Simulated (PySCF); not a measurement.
This script is equivalent to a calculation on Kr⁺ (krypton, charge +1).

```python
from pyscf import gto, scf, dft, mp, cc
import basis_set_exchange as bse
mol = gto.M(atom="Kr 0 0 0", charge=1, spin=1, symmetry="D2h",
            basis=gto.basis.parse(bse.get_basis("def2-SVP", elements=["Kr"], fmt="nwchem", header=False)))
mf = dft.UKS(mol, xc="R2SCAN")
mf.irrep_nelec = {'Ag': (6, 6), 'B1g': (1, 1), 'B2g': (1, 1), 'B3g': (1, 1), 'B1u': (3, 3), 'B2u': (3, 3), 'B3u': (3, 2)}
mf.kernel()
```

What total energy does it give?

-2752.899 hartree (calculated).

Which occupied shell lies highest, and where?

4p β, at -19.576 eV.

What is ⟨S²⟩, and what would a pure spin state give?

0.752, against 0.75.
